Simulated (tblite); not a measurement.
Species: SiH3PHPF2, F2H4P2Si.
Numbering: `[F:1][P:2]([F:3])[PH:4][SiH3:5]` (hydrogens: H6 on P4; H7, H8, H9 on Si5)

Geometry (GFN2-xTB, Å), atoms numbered from 1 in this order:
```xyz
9
F2H4P2Si angstrom
F      2.6850    1.4108    0.6955
P      1.7609    0.2172    0.1083
F      1.6547    0.8746   -1.3701
P     -0.1785    0.8827    0.8572
Si    -1.2864   -0.6425   -0.3861
H     -0.0299    0.0615    1.9709
H     -2.5923   -0.7700    0.2570
H     -0.6072   -1.9412   -0.4248
H     -1.3927   -0.0872   -1.7331
```

Level: GFN2-xTB in tblite, geometry and Hessian alike; calculated harmonic values, unscaled, isolated species. The method is semi-empirical: single wavenumbers can be off by several per cent or more. Modes of hydrogen on phosphorus and silicon can be 10 to 20 % off. One conformer, not necessarily the lowest.

Harmonic wavenumbers (cm⁻¹): 42.1, 70.4, 99.9, 207.6, 239.1, 341.1, 457.7, 460.5, 473.5, 533.9, 681.1, 698.6, 732.8, 746.2, 752.0, 772.5, 785.1, 2235.4, 2270.4, 2282.7, 2296.2.

A = 4519, B = 1485, C = 1255 MHz; mass 131.953 u (most abundant isotopes); point group C1, symmetry number 1.

Task: Zero-point energy?

Result: Half the sum of the wavenumbers: 8589 cm⁻¹ = 102.75 kJ/mol.

Task: Entropy at 273.15 K, 1 bar (ideal gas, RRHO, classical rotation)?

Result: Translation 167.93, rotation 116.21, vibration 86.67: S = 370.8 J/(mol K).

Task: And Cp and H(273.15 K) − H(0)?

Result: Cp = 117.96 J/(mol K), of which vibrations give 84.70 (their classical limit is 21 R = 174.6); H(273.15 K) − H(0) = 21.21 kJ/mol without the zero-point energy, 12.12 from vibrations.

Task: Which modes carry the vibrational entropy at 273.15 K?

Result: 42.1 cm⁻¹: 20.85; 70.4 cm⁻¹: 16.61; 99.9 cm⁻¹: 13.75; 207.6 cm⁻¹: 7.97; 239.1 cm⁻¹: 6.93; 341.1 cm⁻¹: 4.48 J/(mol K); the other 15 give 16.08 together.

Task: How do the functions run with temperature in this model?

Result: 
```
 T (K)  S (J/(mol K))  Cp (J/(mol K))  H − H(0) (kJ/mol)  G − H(0) (kJ/mol)  ln q(vib)
   150          311.4            82.1               8.78             -37.93       2.64
   250          360.6           112.2              18.54             -71.61       4.63
298.15          381.4           123.6              24.23             -89.48       5.57
   400          420.4           141.2              37.78            -130.36       7.50
   600          481.8           161.4              68.24            -220.86      10.95
   900          550.9           178.5             119.48            -376.29      15.34
```

q(vib) and H(0) count from the zero-point level.

Task: What must be added to the electronic energy to get the Gibbs energy at 273.15 K and 1 bar?

Result: ZPE + [H(273.15 K) − H(0)] − T·S = 102.75 + 21.21 − 101.29 = 22.67 kJ/mol.

Task: Blend soft modes into free rotors: weight 1/[1 + (100 cm⁻¹/ν̃)⁴] for the oscillator and the rest for a rotor with moment μB/(μ + B), μ = h/(8π²ν), B = 10⁻⁴⁴ kg m². What vibrational entropy results?

Result: 77.31 J/(mol K) in place of 86.67, which changes −T·S at 273.15 K by +2.56 kJ/mol.

Hindered rotation and anharmonicity are outside this model. Other conformers, if any are populated, would add a mixing term that is left out. The structure is chiral; the term R ln 2 for an equal mix with its mirror image is left out.

Hardware: an x86-64 server with one thread, on a shared host. The figure is for the frequency step alone.
